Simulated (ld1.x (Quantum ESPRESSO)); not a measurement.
What the settings do to the RRKJ potential of Ni

Base potential:

ld1.x (Quantum ESPRESSO) 7.5 input, shortened:

```
&input
   title='Ni', zed=28., rel=2, dft='PZ', iswitch=3,
   config='[Ar] 3d8 4s2 4p0 4f-2', rel_dist='average'
 /
 &inputp
   pseudotype=2, tm=.false., rho0=0.005, lloc=0,
   nlcc=.true.
 /
4
4P  2  1   0.00   0.00  2.45  2.45  0.0
3D  3  2   8.00   0.00  0.85  0.85  0.0
4F  4  3  -2.00  -0.10  1.95  1.95  0.0
4S  1  0   2.00   0.00  1.90  1.90  0.0
 &test
   configts(1)='3d8 4s2 4p0'
 /
```

Open shells are filled in proportion to 2j + 1 (rel_dist='average').

Cutoffs, loose and tight: the cutoffs (Ry, on a coarse ladder) from which the occupation-weighted sum of valence levels, in a spherical-Bessel basis at the reference potential, stays within 10 and 1 mRy of its value at 400 Ry. They do not see the model core or the augmentation charge, which bear on the density cutoff. Test errors are all-electron minus pseudo excitation energies from the reference, over the configurations 3d8 4s1 4p0; 3d8 4s0 4p0; 3d7 4s0 4p0; 3d7 4s2 4p1; 3d6 4s0 4p0; 3d8.5 4s1.5 4p0; 3d8 4s0 4p2. A dash means not determined; rows that change the core or the reference have their own tests. The largest error is taken over the tests solved by every variant that gives reliable tests at all: 3d6 4s0 4p0; 3d7 4s0 4p0; 3d8 4s0 4p0; 3d8 4s0 4p2; 3d8 4s1 4p0; 3d8.5 4s1.5 4p0.

A true bound ghost makes a file unfit for plane-wave use even where its test errors are small: the radial tests pick states by their node count and pass the ghost by. Where a test does run into it, the solver fails or the error is huge.

The default core radius of the base comes out at 0.39 bohr.

```tsv
change	outcome	cutoff, loose	cutoff, tight	bound ghosts	largest test error (meV)
base	generated	230 Ry	300 Ry	none	-2376
local potential the d channel	generated	260 Ry	300 Ry	s, p3/2, p1/2	-840
functional PW91	generated	230 Ry	300 Ry	none	-2382
scalar-relativistic	generated	230 Ry	300 Ry	none	-2389
wave 3d (bound): rc 0.85 bohr becomes 3d (bound): rc 0.96 bohr	generated	180 Ry	260 Ry	none	-2312
all radii but the core radius scaled by about 0.74 (s 1.40, p 1.80, d 0.62, f 1.44 bohr)	generated	over 300 Ry	over 300 Ry	p3/2, p1/2	-2658
wave 4f channel at -0.1 Ry: rc 1.95 bohr becomes 4f channel at -0.1 Ry: rc 2.54 bohr	generated	230 Ry	300 Ry	none	-2376
wave 4s (bound): rc 1.90 bohr becomes 4s (bound): rc 1.98 bohr	generated	230 Ry	300 Ry	none	-2369
core correction a·sin(br)/r model core inside 0.66 bohr	generated	230 Ry	300 Ry	none	-2372
reference 3d8 4s0 4p0	generated	230 Ry	300 Ry	none	-594
wave 4f channel at -0.1 Ry: rc 1.95 bohr becomes 4f channel at 2.25 Ry: rc 1.95 bohr	generated	230 Ry	300 Ry	none	-2376
```

Task: What comes out with this change to the base: type ultrasoft; waves now 4s (bound): rcut 1.65, rcutus 1.90 bohr; 4s channel at 2.35 Ry: rcut 1.65, rcutus 1.90 bohr; 4p (bound): rcut 2.15, rcutus 2.45 bohr; 4p channel at 0.25 Ry: rcut 2.15, rcutus 2.45 bohr; 3d (bound): rcut 0.75, rcutus 0.85 bohr; 3d channel at 2.2 Ry: rcut 0.75, rcutus 0.85 bohr; 4f channel at -0.1 Ry: rcut 1.70, rcutus 1.95 bohr; local potential all-electron potential smoothed inside 2.15 bohr (lloc = -1); augmentation built from norm-conserving waves at rcut, not smoothed further; rho0 0?

Result: outcome: generated; cutoff, loose: 200 Ry; cutoff, tight: 300 Ry; bound ghosts: none; largest test error (meV): -946.
